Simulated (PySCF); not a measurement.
**RuO and its ions**

PBE; basis Ru def2-TZVPPD with ECP28, O def2-TZVPPD; scalar-relativistic core potentials; PySCF 2.14. Neutral (UKS): quintet (σ ↑, π ↑↑, δ ↑), Re = 1.709 Å, ωe = 890 cm⁻¹, De = 5.85 eV, HOMO -5.14 eV, LUMO -4.21 eV.

RuO⁺ (UKS): quartet (π ↑↑, δ ↑), Re = 1.677 Å, ωe = 966 cm⁻¹, De = 4.79 eV to Ru⁺ (4d7) + O. The energies at the minima are -170.04379 hartree for RuO and -169.71836 for RuO⁺.

Work out the adiabatic ionisation energy, without and with harmonic zero-point energies (1 hartree = 27.2114 eV, 1 eV = 8065.5 cm⁻¹), and the change of the bond length.

At PBE: 0.32543 hartree = 8.855 eV between the minima; the zero-point term (966.0 − 890.0)/2 cm⁻¹ = +0.005 eV makes it 8.860 eV. Re changes by -3.2 pm against the neutral. The electron leaves a σ orbital; in so polar a molecule the change of length follows mostly from the change of the ionic charges.

RuO⁻ (UKS): quartet (π ↑↑, δ ↑), Re = 1.724 Å, ωe = 861 cm⁻¹, De = 5.36 eV to Ru (4d7 5s1) + O⁻. The energies at the minima are -170.04379 hartree for RuO and -170.09101 for RuO⁻.

Work out the adiabatic electron affinity, without and with harmonic zero-point energies (1 hartree = 27.2114 eV, 1 eV = 8065.5 cm⁻¹), and the change of the bond length.

At PBE: 0.04722 hartree = 1.285 eV between the minima; the zero-point term (890.0 − 861.0)/2 cm⁻¹ = +0.002 eV makes it 1.287 eV. Re changes by +1.5 pm against the neutral. The electron enters a σ orbital; in so polar a molecule the change of length follows mostly from the change of the ionic charges.

The metal atom is held in its measured ground configuration; semilocal functionals can put another filling of s and d lower by some tenths of an eV, and De to that atom would be smaller. Spin–orbit coupling is left out, which matters for elements this heavy, above all for dissociation energies. For an ion De counts to the pair picked by the measured ionisation energies or electron affinities, which need not be the lowest pair at this level. The highest Kohn–Sham level is positive in this anion. Much of that is self-interaction error, but it also means that the finite basis helps to hold the extra electron. With d or f electrons several states lie close, and the lowest PBE0 determinant need not be the measured ground state.
